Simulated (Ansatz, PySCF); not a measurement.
BO, SMILES [B]=O, multiplicity 2. Atoms are numbered in the order given.

```xyz
2

B      0.0000     0.0000    -0.7378
O      0.0000     0.0000     0.4644
```
Charge 0, spin multiplicity 2.

Geometry: B3LYP-D3(BJ)/def2-TZVPD.

Two levels are set side by side: PBE-D3(BJ)/def2-TZVPD (Ansatz, a first-principles code) and B3LYP-D3(BJ)/def2-TZVPD (Ansatz). Each level has its own optimised geometry; the coordinates shown are those of the second. Frequencies come from the Hessian of PySCF at each geometry. Differences are taken from unrounded values.

| quantity | B3LYP-D3(BJ) | PBE-D3(BJ) | PBE-D3(BJ) minus B3LYP-D3(BJ) |
|---|---|---|---|
| bond B1–O2 (Å) | 1.202 | 1.215 | 0.012 |
| highest harmonic wavenumber (cm⁻¹) | 1923 | 1853 | -70 |
| mean harmonic wavenumber (cm⁻¹) | 1923 | 1853 | -70 |
| zero-point energy (kcal/mol) | 2.75 | 2.65 | -0.10 |
